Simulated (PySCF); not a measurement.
First SCF of a structure search on quintet Ti₃, at a hand-made linear chain geometry. PySCF input:

```python
from pyscf import gto, scf, dft
mol = gto.M(atom='''
Ti     0.000000     0.000000     0.000000
Ti     0.000000     0.000000     2.584000
Ti     0.000000     0.000000    -2.584000''',
    basis={'Ti': 'def2-TZVP'},
    charge=0, spin=4)
mf = dft.UKS(mol, xc='PBE0')
mf.grids.atom_grid = (50, 194)
aux = {'Ti': 'def2-universal-JKFIT'}
mf = mf.density_fit(auxbasis=aux)
mf.conv_tol = 1e-08
mf.diis_space = 10
mf.max_cycle = 60
mf.init_guess = 'minao'
mf.verbose = 4
mf.kernel()
```

Excerpt of the output (cycles alone):

```
init E= -2547.31345497834
cycle= 1 E= -2546.889193054  delta_E= 0.424  |g|= 1.07  |ddm|= 2.01
cycle= 2 E= -2542.8280978091  delta_E= 4.06  |g|= 2.52  |ddm|= 2.87
cycle= 3 E= -2547.3059487892  delta_E= -4.48  |g|= 0.497  |ddm|= 2.46
cycle= 4 E= -2547.18194042173  delta_E= 0.124  |g|= 0.812  |ddm|= 1.01
cycle= 5 E= -2547.31350693571  delta_E= -0.132  |g|= 0.534  |ddm|= 0.309
cycle= 6 E= -2547.43771500143  delta_E= -0.124  |g|= 0.208  |ddm|= 0.306
cycle= 7 E= -2547.46014427933  delta_E= -0.0224  |g|= 0.0649  |ddm|= 0.214
cycle= 8 E= -2547.46188928554  delta_E= -0.00175  |g|= 0.0361  |ddm|= 0.0569
cycle= 9 E= -2547.46296628698  delta_E= -0.00108  |g|= 0.0399  |ddm|= 0.0756
cycle= 10 E= -2547.46525723841  delta_E= -0.00229  |g|= 0.0195  |ddm|= 0.125
cycle= 11 E= -2547.46623820363  delta_E= -0.000981  |g|= 0.0265  |ddm|= 0.123
cycle= 12 E= -2547.466600601  delta_E= -0.000362  |g|= 0.0132  |ddm|= 0.028
cycle= 13 E= -2547.46690177923  delta_E= -0.000301  |g|= 0.00903  |ddm|= 0.0844
cycle= 14 E= -2547.46694700651  delta_E= -4.52e-05  |g|= 0.00113  |ddm|= 0.0198
cycle= 15 E= -2547.46695458804  delta_E= -7.58e-06  |g|= 0.000611  |ddm|= 0.00992
cycle= 16 E= -2547.4669555359  delta_E= -9.48e-07  |g|= 0.00159  |ddm|= 0.00758
cycle= 17 E= -2547.46695663667  delta_E= -1.1e-06  |g|= 0.00132  |ddm|= 0.0019
cycle= 18 E= -2547.46695687317  delta_E= -2.36e-07  |g|= 0.00186  |ddm|= 0.00345
cycle= 19 E= -2547.46695637527  delta_E= 4.98e-07  |g|= 0.00195  |ddm|= 0.00225
cycle= 20 E= -2547.46695763893  delta_E= -1.26e-06  |g|= 0.000739  |ddm|= 0.00399
cycle= 21 E= -2547.46695785169  delta_E= -2.13e-07  |g|= 0.000317  |ddm|= 0.00252
cycle= 22 E= -2547.46695796984  delta_E= -1.18e-07  |g|= 5.31e-05  |ddm|= 0.00117
cycle= 23 E= -2547.46695798329  delta_E= -1.34e-08  |g|= 2.62e-05  |ddm|= 0.000464
cycle= 24 E= -2547.46695799383  delta_E= -1.05e-08  |g|= 2.45e-05  |ddm|= 0.000361
cycle= 25 E= -2547.46695799751  delta_E= -3.68e-09  |g|= 2.45e-05  |ddm|= 0.000132
Extra cycle  E= -2547.46695800516  delta_E= -7.65e-09  |g|= 7e-05  |ddm|= 0.000328
converged SCF energy = -2547.46695800516  <S^2> = 7.3232033  2S+1 = 5.5038907
```

This is not the lowest solution: another start and a stability analysis within the same unrestricted form found one 74.3 kJ/mol lower, at -2547.49528 Eh.

With open d or f shells other occupations or spin states may lie lower.

The search for the lowest solution, 3 starts and the stability check together, took 2.4 min on 4 threads of a shared Arm Neoverse V2 host, with 135 basis functions; the process peaked at 0.58 GiB.
